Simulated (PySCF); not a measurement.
**Correlation energy of Ga⁺ (gallium, charge +1)**

[Ar] 3d10 4s2, closed-shell 1S. Calculation: PySCF 2.14, in Sapporo-DKH3-DZP-2012; the spin-free X2C one-electron Hamiltonian (Gaussian nucleus). Frozen: [Ar] 3d10; 2 electrons correlated.

Total MP2 correlation energy: -22.03 mhartree.

Same-spin part 0.00 and opposite-spin part -22.03 mhartree; SCS-MP2 scales them by 1/3 and 6/5 to -26.43 mhartree.

With two correlated electrons CCSD is exact within the correlated space (frozen core and kept virtual orbitals).

| level | correlation energy (mhartree) |
| --- | --- |
| CCSD | -32.94 |

Diagnostics: T1 = 0.0020, D1 = 0.0028, largest double amplitude 0.096.

Problem. Is a single reference adequate?

Solution. Mostly. T1 lies below 0.03, but a double amplitude of this size points to a near-degeneracy that CCSD handles and MP2 describes poorly.
